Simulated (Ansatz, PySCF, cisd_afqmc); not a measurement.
System: SnH$_{3}$, charge 0, doublet. SnH3 (SMILES [SnH3], doublet).
B3LYP-D3(BJ)/def2-TZVP minimum from Ansatz (a program for electronic structure):
```xyz
4

Sn    -0.0223     0.0222    -0.0102
H      0.2617    -1.1367    -1.2542
H     -0.6051    -0.7889     1.3947
H      1.4594     0.8166     0.3703
```
Charge 0, spin multiplicity 2.

Atomisation energy term by term, kcal/mol (programs: Ansatz, cisd_afqmc). Open shells are spin-unrestricted; no spin-orbit coupling. Cores are frozen in correlated methods (noble-gas shells, and filled d and f shells in the p block). Past Kr the def2 sets carry scalar-relativistic core potentials. The Monte Carlo rows (phaseless AFQMC, CISD trial, step 0.005/hartree) carry one-sigma bars that omit the constraint's bias. Outlying blocks are dropped, and bars are widened where a walk drifts. Over all cases where full CI ran beside it in this data, AFQMC minus full CI had a median of +0.1 mEh and passed +0.4 mEh in a tenth of the cases. CBS(X,Y): correlation extrapolated as X^-3, Hartree-Fock from the larger set. A bracket is a step between two methods taken in the basis named. For partners of very few electrons the exact lower level stands in for a higher one. Spin-orbit terms, left out, reach several kcal/mol for Br and I, and more for heavier atoms.

```tsv
term	basis	kcal/mol
Hartree-Fock	def2-QZVPP	131.64
CCSD correlation	CBS(def2-TZVPP,def2-QZVPP)	48.78
(T)	CBS(def2-TZVPP,def2-QZVPP)	0.95
CCSDT(Q) - CCSD(T)	def2-QZVPP	0.19
CCSDTQ - CCSDT(Q)	def2-SVP	0.00
minus zero-point energy	Hessian by PySCF at B3LYP-D3(BJ)/def2-TZVP	-10.87
sum: D0		170.7
```

The step beyond CCSD(T) by other levels: CCSDTQ in def2-SVP 0.25; AFQMC/CISD in def2-SVP 0.30 ± 0.10; CCSDT(Q) in def2-SVP 0.25; CCSDT(Q) in def2-TZVPP 0.18 kcal/mol.
